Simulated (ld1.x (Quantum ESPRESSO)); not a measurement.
Logarithmic derivatives: La, ultrasoft

| Quantity | Value |
| --- | --- |
| Element | La |
| Generator | ld1.x (Quantum ESPRESSO) 7.5 |
| Type | ultrasoft |
| Functional | PBEsol |
| Relativity | scalar-relativistic |
| Frozen core | [Kr] 4d10 5s2 |
| Valence charge | 9 |
| Reference configuration | 4f0 5p6 5d0 6s0 6p0 (charge +3) |
| Partial waves | 6s (bound, empty): rcut 2.55, rcutus 3.55 bohr; 6s channel at -0.55 Ry: rcut 2.55, rcutus 3.55 bohr; 5p (bound): rcut 2.65, rcutus 3.20 bohr; 6p (bound, empty): rcut 2.65, rcutus 3.20 bohr; 5d (bound, empty): rcut 2.50, rcutus 3.40 bohr; 5d channel at 1.05 Ry: rcut 2.50, rcutus 3.40 bohr; 4f (bound, empty): rcut 1.75, rcutus 2.10 bohr; 4f channel at -1.4 Ry: rcut 1.75, rcutus 2.10 bohr |
| Local potential | all-electron potential smoothed inside 1.80 bohr (lloc = -2) |
| Core correction | none |
| Augmentation charge | built from norm-conserving waves at rcut, not smoothed further |

The phase is arctan(r·u′/u) with u = r·R(r), unwrapped; energies in Ry, scanned from -5 to 5 Ry. A pole is an energy at which the radial function vanishes at the test radius. The pseudo phase is shifted by a multiple of π to meet the all-electron one at the reference energy, and phase errors are pseudo minus all-electron; the curves can meet again beyond the range given. Levels narrower than the energy grid can be missing from the lists of poles.

```csv
channel,radius (bohr),reference energy (Ry),"poles, all-electron","poles, pseudo",unbroken range about the reference energy with phases within 0.05 rad,phase error 1 Ry above the reference energy (rad)
s,3.86,-1.48,"-4.52, -0.61, 3.86","-0.61, 1.58",-4.5 to 0.5,-0.000
p,3.86,-1.15,"-3.26, 0.17, 4.83","-3.26, 1.77, 4.62",not even at the reference energy,+0.380
d,3.86,-1.71,"-1.54, 1.62","-1.53, 2.07, 4.50",below -0.9,+0.092
f,3.86,-2.01,"-2.00, 0.37, 3.73","-2.00, 1.21",below -1.6,+0.078
```

A Bessel basis up to 400 Ry misses an occupied level by 0.82 Ry, so cutoffs and ghosts were not judged.

Phases in the f channel:

```json
{"E (Ry)": "-5.00", "all-electron": "1.442", "pseudo": "1.442"}
{"E (Ry)": "-4.74", "all-electron": "1.438", "pseudo": "1.438"}
{"E (Ry)": "-4.48", "all-electron": "1.433", "pseudo": "1.433"}
{"E (Ry)": "-4.22", "all-electron": "1.428", "pseudo": "1.428"}
{"E (Ry)": "-3.96", "all-electron": "1.422", "pseudo": "1.422"}
{"E (Ry)": "-3.70", "all-electron": "1.415", "pseudo": "1.415"}
{"E (Ry)": "-3.44", "all-electron": "1.407", "pseudo": "1.407"}
{"E (Ry)": "-3.18", "all-electron": "1.397", "pseudo": "1.397"}
{"E (Ry)": "-2.92", "all-electron": "1.385", "pseudo": "1.386"}
{"E (Ry)": "-2.66", "all-electron": "1.371", "pseudo": "1.372"}
{"E (Ry)": "-2.40", "all-electron": "1.351", "pseudo": "1.352"}
{"E (Ry)": "-2.14", "all-electron": "1.308", "pseudo": "1.310"}
{"E (Ry)": "-1.88", "all-electron": "-1.798", "pseudo": "-1.795"}
{"E (Ry)": "-1.62", "all-electron": "-1.856", "pseudo": "-1.892"}
{"E (Ry)": "-1.36", "all-electron": "-1.921", "pseudo": "-1.897"}
{"E (Ry)": "-1.10", "all-electron": "-2.036", "pseudo": "-1.982"}
{"E (Ry)": "-0.84", "all-electron": "-2.316", "pseudo": "-2.140"}
{"E (Ry)": "-0.58", "all-electron": "-3.261", "pseudo": "-2.523"}
{"E (Ry)": "-0.32", "all-electron": "-4.239", "pseudo": "-3.461"}
{"E (Ry)": "-0.06", "all-electron": "-4.533", "pseudo": "-4.176"}
{"E (Ry)": "0.20", "all-electron": "-4.659", "pseudo": "-4.439"}
{"E (Ry)": "0.46", "all-electron": "-4.737", "pseudo": "-4.561"}
{"E (Ry)": "0.72", "all-electron": "-4.802", "pseudo": "-4.632"}
{"E (Ry)": "0.98", "all-electron": "-4.871", "pseudo": "-4.679"}
{"E (Ry)": "1.24", "all-electron": "-4.968", "pseudo": "-4.716"}
{"E (Ry)": "1.50", "all-electron": "-5.164", "pseudo": "-4.747"}
{"E (Ry)": "1.76", "all-electron": "-5.822", "pseudo": "-4.776"}
{"E (Ry)": "2.02", "all-electron": "-7.113", "pseudo": "-4.804"}
{"E (Ry)": "2.28", "all-electron": "-7.522", "pseudo": "-4.836"}
{"E (Ry)": "2.54", "all-electron": "-7.662", "pseudo": "-4.874"}
{"E (Ry)": "2.80", "all-electron": "-7.734", "pseudo": "-4.925"}
{"E (Ry)": "3.06", "all-electron": "-7.780", "pseudo": "-5.001"}
{"E (Ry)": "3.32", "all-electron": "-7.813", "pseudo": "-5.137"}
{"E (Ry)": "3.58", "all-electron": "-7.840", "pseudo": "-5.447"}
{"E (Ry)": "3.84", "all-electron": "-7.864", "pseudo": "-6.272"}
{"E (Ry)": "4.10", "all-electron": "-7.886", "pseudo": "-7.123"}
{"E (Ry)": "4.36", "all-electron": "-7.910", "pseudo": "-7.446"}
{"E (Ry)": "4.62", "all-electron": "-7.936", "pseudo": "-7.584"}
{"E (Ry)": "4.88", "all-electron": "-7.969", "pseudo": "-7.659"}
```
